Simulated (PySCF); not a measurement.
# Computed properties of SnHF3, SMILES [F][SnH]([F])[F]

SnHF3, SMILES [SnH]([F])([F])[F]. Coordinates come from a B3LYP-D3(BJ)/def2-SVP optimisation. The def2 effective core potentials stand for the cores of Sn; spin–orbit coupling is left out. One conformer was computed; it need not be the lowest. All values are computed for the isolated molecule unless a solvent is named; none is compared with measurement here.

**Structure.** The optimised structure has C3v symmetry. All 9 harmonic modes at B3LYP-D3(BJ)/def2-SVP (PySCF) are real, so it is a minimum. With heavy atoms numbered as in [SnH:1]([F:2])([F:3])[F:4], the shortest bond between them is Sn1–F2 at 1.924 Å and the longest Sn1–F3 at 1.924 Å.

**Vibrations.** The strongest infrared lines (harmonic, unscaled, degenerate partners summed) lie at 531 cm⁻¹ (128 km/mol, H 95 %), 663 cm⁻¹ (119 km/mol, F 83 %, Sn 16 %), 198 cm⁻¹ (49 km/mol, F 75 %, Sn 25 %). The softest mode is at 165 cm⁻¹ and the zero-point energy is 7.9 kcal/mol.

**Electronic structure.** r2SCAN/def2-TZVPD (PySCF) places the frontier levels at -9.79 and -3.27 eV, a gap of 6.52 eV, and gives a dipole moment of 3.33 D and a mean polarisability of 37.2 bohr³.

**Excitations.** TDA-M06-2X/def2-SVPD (PySCF) has S1 at 8.16 eV (152 nm, f = 0.000, dark); the most intense of the 10 singlets computed lies at 9.60 eV (f = 0.42). Strengths of degenerate partners are summed. T1 (TDA) is at 6.65 eV, 1.51 eV under S1. No vertical singlet excitation falls in the visible range (under 3.1 eV).
